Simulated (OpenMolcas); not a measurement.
Fe3+: ligand-field states by method

Fe3+ with its 6 nearest fluoride ions at 2.033 Å, on the Y site of Cs2NaYF6 (a = 9.075 Å, distance in the model lattice 2.178 Å). The rest of the host is ab initio model potentials to 7.6 Å, with orthogonalisation functions on the cations behind the ligands, and point charges beyond; the distance is set by hand and nothing relaxes. Ligand basis ANO-RCC-VDZP.
```
Fe    0.0000    0.0000    0.0000
F     2.0330    0.0000    0.0000
F     0.0000    2.0330    0.0000
F    -2.0330    0.0000    0.0000
F     0.0000   -2.0330    0.0000
F     0.0000    0.0000    2.0330
F     0.0000    0.0000   -2.0330
```

```json
{"Program": "OpenMolcas", "Basis": "ANO-RCC-VDZP [5s4p2d1f]", "Scalar Hamiltonian": "DKH2, point nucleus", "Active space": "5 electrons in 5 orbitals (3d)", "State averaging": "2S+1 = 6 even, 1 root; 2S+1 = 4 even, 24 roots; 2S+1 = 2 even, 75 roots", "Spin-orbit coupling": "RASSI with atomic mean-field integrals over the reference wave functions"}
```

I. CASSCF
II. SS-CASPT2, IPEA 0.25 Eh, imaginary shift 0.1 Eh (closed shells correlated: 3s 3p and the ligand valence shells)

Spin-free states (labels of O, the rotations of Oh) in cm-1, each column counted from its own energy of the first state listed:

| State | Degeneracy | I | II |
| --- | --- | --- | --- |
| 6A1 | 1 | 0 | 0 |
| 4T1 | 3 | 28246 | 20230 |
| 4T2 | 3 | 33071 | 24410 |
| 4A1 | 1 | 34524 | 28130 |
| 4E | 2 | 34827 | 28110 |
| 2T2 | 3 | 38408 | 23830 |
| 4T2 | 3 | 41240 | 31420 |
| 4E | 2 | 43011 | 33960 |
| 2T1 | 3 | 43985 | 32170 |
| 2A2 | 1 | 44078 | 31210 |
| 2T2 | 3 | 45789 | 33650 |
| 4T1 | 3 | 46078 | 41910 |
| 2E | 2 | 47506 | 35550 |
| 2A1 | 1 | 49013 | 39510 |
| 2T2 | 3 | 52170 | 40480 |
| 2E | 2 | 52930 | 39330 |
| 2T1 | 3 | 54041 | 39230 |
| 4A2 | 1 | 57110 | 45020 |
| 2T2 | 3 | 57390 | 43920 |
| 4T1 | 3 | 59372 | 49780 |

From I to II, I's first state of another spin (4T1) moves from 28246 to 20230 cm-1, by about -8000 cm-1.

I: A least-squares ligand-field fit to the states below 45000 cm-1, each weighted by its degeneracy and with a free common offset, gives 10Dq = 9170 cm-1, B = 1230 cm-1 and C = 4443 cm-1 (C/B = 3.61), with an rms deviation of 139 cm-1. The same method and metal basis give the free ion B = 1302 cm-1 (fit to its terms below 60000 cm-1, rms deviation 22 cm-1), so the nephelauxetic ratio is β = 1230 / 1302 = 0.94; it hangs on how both fits weigh the states, and computed free-ion B values tend to be too large, so β mixes covalency with correlation.

χT at 300 K: I 4.39, II 4.38 cm3 K/mol.

Roots that are degenerate in the reference are averaged as groups; the widest CASPT2 spread within a group is 130 cm-1 (the 2-fold group of multiplicity 2 near 67400 cm-1 above the lowest state of its run, II). Shifts and gaps below about the spread of the groups concerned are not significant. Over all roots computed the reference weight is 0.69 to 0.73 in II; a low but even weight reflects the number of correlated electrons. Ligand-to-metal charge-transfer states are missing. With no ligand orbital active B as a rule stays too high, so bands that hang on it stand too high and its fall with covalency is understated. Without dynamic correlation the repulsion within the d shell is too large (B by tens of per cent), so at a given field states of lower spin stand too high (holds for I). With metal d orbitals alone and no dynamic correlation 10Dq can be off by a tenth to a fifth, either way, in oxide and fluoride hosts (holds for I). These CASPT2 states fit no ligand-field parameters well, so their order and spin gaps are uncertain (holds for II). With one d shell and no ligand orbital active, 10Dq can be off by a tenth or more (holds for II). Free-ion shares, where given, are those of the reference states; single-state CASPT2 does not remix them (holds for II). No measured value stands beside these numbers; the geometry was set by hand and not optimised.
